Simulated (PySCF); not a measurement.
Level of theory: PySCF with TPSSh-D3(BJ)/def2-TZVP. Gas-phase values, no solvent. 

Reference species (SMILES): `[Br]` (neutral, multiplicity 2).

The dipole moment comes out as 0.00 D.

Changed species: `[Br][Ga][Br]` (radical fragment; the reference has radical fragment).

Q: What does the change do to the dipole moment?

A: the dipole moment goes up by 1.56 D, to 1.56 D.
